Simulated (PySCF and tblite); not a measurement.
C7H9GeNO2, numbered as in [CH3:1][C:2](=[O:3])[c:4]1[cH:5][cH:6][cH:7][n+:8]([O-:9])[c:10]1[GeH3:11].

Level: PBE0-D3(BJ)/6-31G*//GFN2-xTB, thermal terms from GFN2-xTB, symmetry numbers and mirror pairs counted. Conformers within 2.5 kcal/mol (GFN2-xTB free energy) were kept, 3 at most. GIAO shieldings: PBE0/6-31G*. Shifts are against TMS (¹H), TMS (¹³C), NH3 (¹⁵N) at the same level. Run with PySCF (density fitting) and tblite.

Torsions listed: O3–C2–C4–C5. Of a mirror pair one member is shown.

```json
{"conformer": "1", "shape": "157°", "symmetry": "C1 (pair)", "E(GFN2) kcal/mol": "0.00", "E(DFT) kcal/mol": "0.00"}
{"conformer": "2", "shape": "68°", "symmetry": "C1 (pair)", "E(GFN2) kcal/mol": "2.80", "E(DFT) kcal/mol": "1.71"}
```

(1) How much do the weights at 298.15 K and the averaged shift of C4 depend on how the conformers are weighted?

Spin–orbit effects of the heavy atoms on shieldings are missing.

## Answers

(1) 
```csv
weighting,1 (%),2 (%),δ (ppm),rms dipole (D)
"DFT energy with thermal terms, symmetry and mirror images (full scheme)",88,12,136.9,5.40
DFT energy with symmetry and mirror images,95,5,136.2,5.53
bare DFT energy,95,5,136.2,5.53
GFN2-xTB energy with symmetry and mirror images,99,1,135.8,5.61
GFN2-xTB free energy,98,2,136.0,5.58
leading conformer alone,100,0,135.8,5.62
equal weights,50,50,140.2,4.65
"full scheme, search stopped after three starts",100,0,135.8,5.62
```

The largest departure from the full scheme, 3.4 ppm, comes with: equal weights.


¹⁵N shifts are against a computed isolated NH3 molecule, about 20 ppm from the liquid.

Conformer gaps in 6-31G* on xTB geometries can be 2 kcal/mol off for S=O, P=O and other polar bonds.